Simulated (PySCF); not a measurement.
Compound: C5H13OSi (doublet state).
Geometry (GFN2-xTB, Å), atoms numbered from 1 in this order:
```
atom  x, y, z in Å
C1     1.2740   -2.0167    0.3895
C2     0.1123   -1.3241   -0.3122
C3     0.1079    0.1810   -0.0450
C4    -1.1160    0.8888   -0.6322
C5    -2.4164    0.5589    0.0893
O6     1.2703    0.7322   -0.6347
Si7    2.2931    1.8350   -0.0504
H8     2.2181   -1.5916    0.0581
H9     1.1971   -1.8911    1.4681
H10    1.2739   -3.0806    0.1646
H11   -0.8311   -1.7498    0.0317
H12    0.1906   -1.4781   -1.3901
H13    0.1337    0.3539    1.0408
H14   -1.1947    0.6274   -1.6891
H15   -0.9316    1.9642   -0.5714
H16   -3.2257    1.1680   -0.3060
H17   -2.6853   -0.4860   -0.0414
H18   -2.3241    0.7604    1.1544
H19    2.9457    1.3982    1.1791
H20    1.7032    3.1607    0.0939
```

The hyperfine couplings belong to this conformer and change with its torsions.

Identity: `CCC(CC)O[SiH2]` [radical].

Computed with UKS B3LYP, pcH-1 on C H O Si, non-relativistic, mean-field spin-orbit, GIAO (PySCF). One conformer (not necessarily the lowest) at the GFN2-xTB geometry, without solvent, vibrations or thermal averaging. Couplings are sensitive to structure, and on GFN2-xTB geometries they can be far from those on DFT ones, by a factor of two or more for some ions and for spin on atoms past the first row. Stability of the SCF solution: not tested.

What is the g tensor, term by term?

```csv
Δg (ppm),1,2,3
relativistic mass correction,-140,-140,-140
gauge correction,71,20,68
orbital Zeeman/spin–orbit,-850,-15,1911
total,-919,-134,1839
```

So g = 2.00140, 2.00218, 2.00416 and g_iso = 2.00258; the tensor is rhombic: the two nearest values differ by 28 % of g3 − g1. Axes: g3 points within 6° of the O6–Si7 bond.

What are the electron Larmor frequencies g μB B/h along the three axes at 350 mT?

9.8042, 9.8081, 9.8177 GHz for g1, g2 and g3, a range of 13.5 MHz.

How much does each term add to the isotropic shift?

The orbital-Zeeman/spin–orbit term 349, the mass correction -140 and the gauge correction 53 ppm, for a total of 262 ppm. The orbital-Zeeman/spin–orbit term is the largest in size. The mass correction is the same along every axis, so the anisotropy comes from the other two: their spans along these axes are 50 (gauge) and 2761 ppm (orbital Zeeman/spin–orbit).

In a frozen sample, at which fields do the three g values resonate at 9.5, 34, 94 and 263 GHz (hyperfine left aside), and which band first spreads them over more than twice a line width of 0.5 mT?

```
band    GHz  B(g3) mT  B(g2) mT  B(g1) mT  spread mT
   X    9.5    338.67    339.01    339.14       0.47
   Q   34.0   1212.09   1213.29   1213.76       1.67
   W   94.0   3351.08   3354.38   3355.69       4.62
   J  263.0   9375.88   9385.12   9388.80      12.92
```

The spread grows in proportion to the frequency. Q band is the first where it exceeds 1.0 mT.

The largest Mulliken spin population is on Si7 (+0.94). The angles at Si7 add up to 337.9°, so it is pyramidal.

The HOMO–LUMO gaps are 6.13 eV among the α and 5.38 eV among the β orbitals.

Time: 2.0 min (grids of density and orbitals included); peak memory 0.97 GiB. Hardware: Arm Neoverse V2, one thread, no GPU, shared host with 32 logical CPUs at a one-minute load of 29.
